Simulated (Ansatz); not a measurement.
`N=CC(F)F` and `F[CH](F)[GaH2]` differ in one atom or group.

Ansatz, PBE0-D4/def2-TZVP geometries, multiplicity 1. Each molecule was computed in one conformer, which needn't be the lowest.

Scalar relativity is left out up to krypton.

| property | `N=CC(F)F` |
| --- | --- |
| HOMO energy (PBE/def2-TZVPP) / eV | -6.84 |
| HOMO–LUMO gap (ωB97M-V/def2-TZVPP) / eV | 12.08 |
| LUMO energy (PBE/def2-TZVPP) / eV | -2.27 |
| HOMO energy (B3LYP/def2-TZVPP) / eV | -8.23 |
| LUMO energy (ωB97M-V/def2-TZVPP) / eV | 1.22 |
| HOMO–LUMO gap (PBE/def2-TZVPP) / eV | 4.57 |

Task: Give the same properties after the change, and the shifts. (Estimate.)

Result: Ansatz gave: 
```tsv
property	`F[CH](F)[GaH2]`	shift
HOMO energy (PBE/def2-TZVPP) / eV	-6.44	0.40
HOMO–LUMO gap (ωB97M-V/def2-TZVPP) / eV	9.80	-2.28
LUMO energy (PBE/def2-TZVPP) / eV	-2.87	-0.60
HOMO energy (B3LYP/def2-TZVPP) / eV	-7.69	0.54
LUMO energy (ωB97M-V/def2-TZVPP) / eV	-0.34	-1.56
HOMO–LUMO gap (PBE/def2-TZVPP) / eV	3.57	-1.00
```

With PBE0 the HOMO rises by 0.57 eV and the LUMO falls by 0.94 eV, so the gap narrows by about 1.51 eV. PBE moves the HOMO by 0.40 eV and ωB97M-V by 0.72 eV. The zero-point energy changes by -52.5 kJ/mol with -3 modes.

B3LYP here is the variant with VWN-RPA as its local correlation; programs differ in this.
